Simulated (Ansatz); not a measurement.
Ideal-gas functions of Al₃H₃OS, SMILES `[OH][AlH][Al]1[AlH][S]1` at 800 K and 1 bar, from an Ansatz frequency run at PBE0-D4/def2-TZVP.

Molar mass 132.04 g/mol, point group C1 (symmetry number 1), electronic degeneracy 1, moments of inertia 99.042, 661.352, 709.172 u Å². Harmonic wavenumbers (cm⁻¹, unscaled): 18, 60, 70, 166, 250, 333, 340, 393, 432, 472, 520, 556, 578, 676, 844, 1921, 1928, 3964.

Use S(trans) = R[1.5 ln M + 2.5 ln T − 1.1517]; rotational temperatures θ = 24.2544 K / I; S(rot) = R[ln(√π/σ · √(T³/θAθBθC)) + 1.5]; for each mode x = 1.438777 ν̃/T, S = R[x/(eˣ − 1) − ln(1 − e⁻ˣ)] and H = RT x/(eˣ − 1); 1 cm⁻¹ = 0.0119627 kJ/mol; R = 8.31446 J/(mol·K).

**Question.** By hand: the entropy, in J/(mol·K).

**Answer.** Translation 190.3. Rotation: θ = 0.2449, 0.0367, 0.0342 K, giving 134.2. Vibration, mode by mode: 36.84, 26.83, 25.55, 18.40, 15.03, 12.70, 12.53, 11.37, 10.62, 9.92, 9.17, 8.65, 8.36, 7.18, 5.60, 1.20, 1.19, 0.05, in all 221.2. Electronic 0.0. Sum 545.7 J/(mol·K).

**Question.** By hand: H − E and G − E in kJ/mol, counted from the electronic energy.

**Answer.** Zero-point energy ½ × 13521 × 0.0119627 = 80.9; thermal vibration 72.4; translation, rotation and pV give 4 RT = 26.6. H − E = 179.9 kJ/mol, and G − E = 179.9 − 800 × 545.7/1000 = -256.7 kJ/mol.

Vibration gives 41 % of the entropy, 89.2 J/(mol·K) of it from the modes under 150 cm⁻¹: soft modes count most, and the harmonic formula is weakest for them. The sum counts one conformer and one mirror image; others add a mixing term.
